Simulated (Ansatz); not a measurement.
Mulliken charges of `[OH][SnH2][O][SiH3]` from ωB97M-V/def2-TZVPP in Ansatz (PBE0-D4/def2-TZVP geometry).

```tsv
atom	x (Å)	y (Å)	z (Å)	charge (e)
O1	-1.508	1.311	-1.171	-0.535
Sn2	-0.065	1.544	0.128	0.941
O3	0.316	-0.235	0.847	-0.615
Si4	0.661	-1.700	0.217	0.340
H5	-2.335	1.015	-0.784	0.171
H6	-0.573	2.441	1.479	-0.081
H7	1.261	2.077	-0.785	-0.066
H8	-0.582	-2.463	-0.083	-0.056
H9	1.466	-2.469	1.202	-0.046
H10	1.443	-1.573	-1.047	-0.053
```

By hand: the dipole of these point charges (1 e Å = 4.8032 D).

Σ q r = (0.229, 0.492, 0.103) e Å, of length 0.552 e Å = 2.65 D.

How does the dipole of the full density compare? (An estimate is asked.)

Ansatz gave: (-0.056, 0.353, 0.188) e Å, 1.94 D; the point charges give 1.37 times that, at 36° from its direction.

Point charges leave out the atoms' own dipoles, such as those of lone pairs, and Mulliken's split depends on the basis, so the two needn't agree.
